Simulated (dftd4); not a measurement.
C9H11 (SMILES Cc1[c]c(C)cc(C)c1), doublet, geometry from GFN2-xTB; dftd4 with D4 for hf.

Input for dftd4:
```
$ dftd4 mol.xyz --func hf --charge 0 --json dftd4.json --noedisp

# file mol.xyz
20

C      2.70229139    -1.12308336     0.07838881
C      1.31544169    -0.55550808     0.04098586
C      0.19817728    -1.34192092     0.03647572
C     -1.09811859    -0.90797608     0.00112288
C     -2.26493714    -1.84888095    -0.01314888
C     -1.27836324     0.47580586    -0.03572301
C     -0.19225501     1.34086178    -0.03462973
C     -0.42276435     2.82485836    -0.06495305
C      1.09348933     0.82413263     0.00399730
H      2.89148621    -1.71105577    -0.81904647
H      2.81762534    -1.78141539     0.93803085
H      3.44411780    -0.33071180     0.13968806
H     -3.19335389    -1.31792891     0.18247984
H     -2.34123449    -2.33334072    -0.98662019
H     -2.13498325    -2.62635073     0.73707748
H     -2.28376020     0.87430878    -0.06398168
H     -0.90159106     3.15082072     0.85821617
H     -1.07716005     3.09260025    -0.89308644
H      0.51548738     3.36268194    -0.17438112
H      1.94559785     1.49065645     0.00652816
```

Output, abridged:

```
                    ____  _____ _____     ____  _  _
      -------------|  _ \|  ___|_   _|---|  _ \| || |------------
     |             | | | | |_    | | ___ | | | | || |_           |
     |             | |_| |  _|   | ||___|| |_| |__   _|          |
     |             |____/|_|     |_|     |____/   |_|            |
     |             ===================================           |
     |            E. Caldeweyher, S. Ehlert & S. Grimme          |
     |          Mulliken Center for Theoretical Chemistry        |
     |                    University of Bonn                     |
      -----------------------------------------------------------

Rational (Becke-Johnson) damping: hf-D4-ATM
---------------------
  s6         1.0000
  s8         1.6168
  s9         1.0000
  a1         0.4496
  a2         3.3574
 alp        16.0000
--------------------

Dispersion energy:      -7.0726495374000E-02 Eh

[Info] JSON dump of results written to 'dftd4.json'
```
